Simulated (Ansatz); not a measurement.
The cluster Si2Se, relaxed as a singlet with RKS PBE-D4/def2-TZVP in Ansatz, starting from the GFN1-xTB geometry. Force threshold 0.02 eV/Å.

The structure comes from a short search, and lower isomers may exist.

Start:

| atom | x (Å) | y (Å) | z (Å) |
| --- | --- | --- | --- |
| Si1 | -0.041 | 0.906 | 1.002 |
| Si2 | 1.166 | -0.503 | -0.460 |
| Se3 | -1.125 | -0.404 | -0.542 |

Task: Estimate the energy that the relaxation releases and the steps that it takes.

Result: 0.3 kcal/mol, in 3 steps; 1.5 s on 4 threads of Arm Neoverse V2 on a shared host. No frequencies were taken in this run, so the end may be a saddle point.

Task: Does the start keep its bonding and symmetry?

Result: By distances, no bond broke or formed. The bond that changes most is Si1–Si2, from 2.36 to 2.42 Å (atoms count from 1). Point group C2v at the start, C2v at the end, both within 0.05 Å.

Task: Predict the relaxed structure.

Result: 
```xyz
3

Si   -0.061    0.921    1.016
Si    1.176   -0.521   -0.479
Se   -1.116   -0.400   -0.537
```
Bond lengths: 2 × Se–Si 2.30 Å; 1 × Si–Si 2.42 Å.
